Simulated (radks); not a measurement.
Problem. These are the eigenvalues of the occupied orbitals of an atom or ion with whole-number occupations (eV). All-electron calculation, scalar-relativistic Kohn-Sham, LB94 model potential, spin-polarised, spherical densities, finite nucleus; Fermi nuclear charge, rms radius of each element as measured or else 0.836 A^(1/3) + 0.57 fm. Program: a radial shooting solver on a logarithmic mesh with Libxc functionals.

orbital  eigenvalue
1s up     -27915.55
1s down   -27915.48
2s up     -4214.883
2s down   -4214.847
2p up     -3790.785
2p down   -3790.757
3s up     -826.5424
3s down   -826.5161
3p up     -687.0873
3p down   -687.0644
3d up     -469.8025
3d down   -469.7771
4s up     -145.2738
4s down   -145.1999
4p up     -103.8314
4p down   -103.8200
4d down    -44.5967
4d up      -44.3927
5s up      -30.7217

Which element is it, and in what charge state? The configuration may be excited. Open shells, if any, are filled with parallel spins first.

Solution. Z = 49, indium, charge +2: In2+ in [Kr] 4d10 5s1. The list shows which subshells hold electrons but not how many an open one holds; the 1s level, -1025.9 hartree, gives Z - s = 45.3 by -(Z - s)^2/2, which with screening and relativity narrows Z to a few neighbours, and the depths of the outer levels then fix element, charge and occupations together.
